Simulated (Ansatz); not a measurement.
Harmonic frequencies (cm⁻¹) at PBE0-D4/def2-TZVP from Ansatz: 120, 164, 167, 373, 526, 620, 659, 960, 1618, 3805, 3850, 3901.

Each molecule was computed in one conformer, which needn't be the lowest.

Question: Which molecule is it?
A. `[OH][Au-][OH2+]`
B. `[NH3+][Au-][Cl]`
C. `C[S][Au]`
D. `[NH3+][Au-][Br]`

Answer: A.
